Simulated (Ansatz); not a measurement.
Isolated molecules relaxed with PBE0-D4/def2-TZVP in Ansatz; ΔE leaves out vibrations. CCSD(T)/CBS adds triple-zeta CCSD(T) − MP2 to the extrapolated MP2 energy (def2 sets, frozen cores). Functionals use def2-TZVPP. B3LYP here is the variant with VWN-RPA as its local correlation; programs differ in this. HSE06 is defined as in plane-wave codes. For Br, Ga outer-core shells are correlated without core-valence functions, which leaves a few kJ/mol of doubt a bond. Scalar relativity is left out up to krypton. Each species was taken in one conformer, which may not be the lowest.

`[CH3][Ga]([NH2])[NH2]` + `BrC(Br)Br` → `[NH2][Ga]([NH2])[Br]` + `CC(Br)Br`  (formal exchange of groups at a Ga–C bond)

`[CH3][Ga]([NH2])[NH2]`:

Cartesian coordinates in Å:
```
C 0.398 0.332 1.697
Ga -0.046 -0.032 -0.174
N -0.117 -1.728 -0.838
N -0.414 1.300 -1.363
H 0.182 1.368 1.962
H 1.459 0.148 1.880
H -0.172 -0.321 2.361
H -0.223 -1.942 -1.815
H 0.200 -2.529 -0.320
H -0.534 2.259 -1.088
H -0.733 1.144 -2.303
```

`BrC(Br)Br`:

Cartesian coordinates in Å:
```
Br -0.298 0.493 -1.800
C 0.028 0.106 0.054
Br -1.543 -0.578 0.927
Br 1.537 -1.064 0.284
H 0.277 1.043 0.535
```

`[NH2][Ga]([NH2])[Br]`:

Z-matrix (Å, degrees):
```
N
Ga 1 1.809
H 1 1.006 2 121.7
H 1 1.006 2 119.7 3 -148.6
N 2 1.808 1 125.2 3 -17.4
Br 2 2.289 1 117.4 3 162.6
H 5 1.006 2 121.7 1 -17.4
H 5 1.006 2 119.7 1 -166.0
```

`CC(Br)Br`:

Z-matrix (Å, degrees):
```
C
C 1 1.502
H 1 1.090 2 110.9
H 1 1.092 2 109.6 3 120.2
H 1 1.092 2 109.6 3 -120.2
Br 2 1.940 1 111.0 3 61.9
Br 2 1.940 1 111.0 3 -61.9
H 2 1.085 1 113.1 3 -180.0
```

```json
{"level": "LDA (SPW92)", "ΔE (kJ/mol)": "-182.9", "difference from CCSD(T)/CBS": "7.4"}
{"level": "PBE-D4", "ΔE (kJ/mol)": "-180.9", "difference from CCSD(T)/CBS": "9.4"}
{"level": "revPBE-D4", "ΔE (kJ/mol)": "-180.0", "difference from CCSD(T)/CBS": "10.3"}
{"level": "r2SCAN-D4", "ΔE (kJ/mol)": "-195.9", "difference from CCSD(T)/CBS": "-5.6"}
{"level": "B97M-V", "ΔE (kJ/mol)": "-197.7", "difference from CCSD(T)/CBS": "-7.4"}
{"level": "PBE0-D4", "ΔE (kJ/mol)": "-195.2", "difference from CCSD(T)/CBS": "-4.9"}
{"level": "B3LYP-D4", "ΔE (kJ/mol)": "-190.8", "difference from CCSD(T)/CBS": "-0.5"}
{"level": "r2SCANh-D4", "ΔE (kJ/mol)": "-199.5", "difference from CCSD(T)/CBS": "-9.2"}
{"level": "r2SCAN0-D4", "ΔE (kJ/mol)": "-204.5", "difference from CCSD(T)/CBS": "-14.2"}
{"level": "HSE06-D4", "ΔE (kJ/mol)": "-195.3", "difference from CCSD(T)/CBS": "-5.0"}
{"level": "CAM-B3LYP-D4", "ΔE (kJ/mol)": "-195.6", "difference from CCSD(T)/CBS": "-5.3"}
{"level": "ωB97X-V", "ΔE (kJ/mol)": "-196.7", "difference from CCSD(T)/CBS": "-6.4"}
{"level": "ωB97M-V", "ΔE (kJ/mol)": "-194.1", "difference from CCSD(T)/CBS": "-3.8"}
{"level": "B2PLYP", "ΔE (kJ/mol)": "-193.9", "difference from CCSD(T)/CBS": "-3.6"}
{"level": "PBE-QIDH", "ΔE (kJ/mol)": "-202.2", "difference from CCSD(T)/CBS": "-11.9"}
{"level": "PBE", "ΔE (kJ/mol)": "-181.5", "difference from CCSD(T)/CBS": "8.8"}
{"level": "revPBE", "ΔE (kJ/mol)": "-180.5", "difference from CCSD(T)/CBS": "9.8"}
{"level": "PBE0", "ΔE (kJ/mol)": "-195.6", "difference from CCSD(T)/CBS": "-5.3"}
{"level": "B3LYP", "ΔE (kJ/mol)": "-191.9", "difference from CCSD(T)/CBS": "-1.6"}
{"level": "r2SCANh", "ΔE (kJ/mol)": "-199.5", "difference from CCSD(T)/CBS": "-9.2"}
{"level": "r2SCAN0", "ΔE (kJ/mol)": "-204.6", "difference from CCSD(T)/CBS": "-14.3"}
{"level": "HSE06", "ΔE (kJ/mol)": "-195.7", "difference from CCSD(T)/CBS": "-5.4"}
{"level": "BHLYP", "ΔE (kJ/mol)": "-208.6", "difference from CCSD(T)/CBS": "-18.3"}
{"level": "CAM-B3LYP", "ΔE (kJ/mol)": "-196.0", "difference from CCSD(T)/CBS": "-5.7"}
{"level": "LC-ωPBE", "ΔE (kJ/mol)": "-195.7", "difference from CCSD(T)/CBS": "-5.4"}
{"level": "RPA@PBE/def2-TZVPP", "ΔE (kJ/mol)": "-186.3", "difference from CCSD(T)/CBS": "4.0"}
{"level": "MP2/def2-SVP", "ΔE (kJ/mol)": "-218.1", "difference from CCSD(T)/CBS": "-27.8"}
{"level": "CCSD/def2-SVP", "ΔE (kJ/mol)": "-220.6", "difference from CCSD(T)/CBS": "-30.3"}
{"level": "CCSD(T)/def2-SVP", "ΔE (kJ/mol)": "-217.2", "difference from CCSD(T)/CBS": "-26.9"}
{"level": "HF/def2-TZVPP", "ΔE (kJ/mol)": "-231.2", "difference from CCSD(T)/CBS": "-40.9"}
{"level": "MP2/def2-TZVPP", "ΔE (kJ/mol)": "-192.9", "difference from CCSD(T)/CBS": "-2.6"}
{"level": "SCS-MP2/def2-TZVPP", "ΔE (kJ/mol)": "-193.9", "difference from CCSD(T)/CBS": "-3.6"}
{"level": "CCSD/def2-TZVPP", "ΔE (kJ/mol)": "-199.0", "difference from CCSD(T)/CBS": "-8.7"}
{"level": "CCSD(T)/def2-TZVPP", "ΔE (kJ/mol)": "-194.5", "difference from CCSD(T)/CBS": "-4.2"}
{"level": "HF/def2-QZVPP", "ΔE (kJ/mol)": "-229.6", "difference from CCSD(T)/CBS": "-39.3"}
{"level": "MP2/def2-QZVPP", "ΔE (kJ/mol)": "-189.9", "difference from CCSD(T)/CBS": "0.4"}
{"level": "SCS-MP2/def2-QZVPP", "ΔE (kJ/mol)": "-191.7", "difference from CCSD(T)/CBS": "-1.4"}
{"level": "HF/CBS(def2)", "ΔE (kJ/mol)": "-229.4", "difference from CCSD(T)/CBS": "-39.1"}
{"level": "MP2/CBS(def2)", "ΔE (kJ/mol)": "-188.7", "difference from CCSD(T)/CBS": "1.6"}
{"level": "CCSD/CBS(def2)", "ΔE (kJ/mol)": "-194.8", "difference from CCSD(T)/CBS": "-4.5"}
{"level": "CCSD(T)/CBS", "ΔE (kJ/mol)": "-190.3", "difference from CCSD(T)/CBS": "0"}
```

Largest T1 diagnostic among the species: 0.012.

From PBE to PBE0 (25 % exact exchange), in def2-TZVPP and without D4, ΔE moves by −14.2 kJ/mol. At CCSD(T), def2-SVP lies −26.9 kJ/mol from the extrapolated value and def2-TZVPP −4.2 kJ/mol.
